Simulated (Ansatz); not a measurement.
`CO[SiH2]CN` and `CO[SiH2]Cl` differ in one atom or group.

Ansatz, PBE0-D4/def2-TZVP geometries, multiplicity 1. Each molecule was computed in one conformer, which needn't be the lowest.

```tsv
property	`CO[SiH2]CN`
HOMO energy (PBE/def2-TZVPP) / eV	-5.44
HOMO energy (PBE0/def2-TZVPP) / eV	-6.90
LUMO energy (B3LYP/def2-TZVPP) / eV	0.48
HOMO–LUMO gap (ωB97M-V/def2-TZVPP) / eV	11.54
HOMO–LUMO gap (PBE0/def2-TZVPP) / eV	7.68
size of the dipole moment (B3LYP/def2-TZVPP) / D	1.94
```

Q: What does the change do to each property? (Estimate.)

A: The calculation gave: 
```
                                        property  `CO[SiH2]Cl`  shift
               HOMO energy (PBE/def2-TZVPP) / eV         -7.14  -1.70
              HOMO energy (PBE0/def2-TZVPP) / eV         -8.66  -1.76
             LUMO energy (B3LYP/def2-TZVPP) / eV          0.28  -0.20
         HOMO–LUMO gap (ωB97M-V/def2-TZVPP) / eV         13.20   1.66
            HOMO–LUMO gap (PBE0/def2-TZVPP) / eV          9.15   1.47
size of the dipole moment (B3LYP/def2-TZVPP) / D          1.51  -0.43
```

With PBE0 the HOMO falls by 1.76 eV and the LUMO falls by 0.29 eV, so the gap widens by about 1.47 eV. PBE moves the HOMO by -1.70 eV and ωB97M-V by -1.71 eV. Dipoles are sizes alone; their direction can turn.

B3LYP here is the variant with VWN-RPA as its local correlation; programs differ in this.
